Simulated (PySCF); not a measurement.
## Electron correlation in Ne³⁺ (neon, charge +3)

[He] 2s2 2p3, high-spin 4S determinant. Computed with PySCF 2.14 in ANO-RCC-VTZP, with the spin-free X2C one-electron Hamiltonian (Gaussian nucleus). Frozen: 1s2; 5 electrons correlated.

MP2 pair energies summed by pair of shells (mhartree):

| pair | energy | share (%) |
| --- | --- | --- |
| 2s-2p | -68.23 | 67.0 |
| 2p-2p | -24.19 | 23.8 |
| 2s-2s | -9.41 | 9.2 |

Total MP2 correlation energy: -101.83 mhartree.

Same-spin part -29.67 and opposite-spin part -72.16 mhartree; SCS-MP2 scales them by 1/3 and 6/5 to -96.49 mhartree.
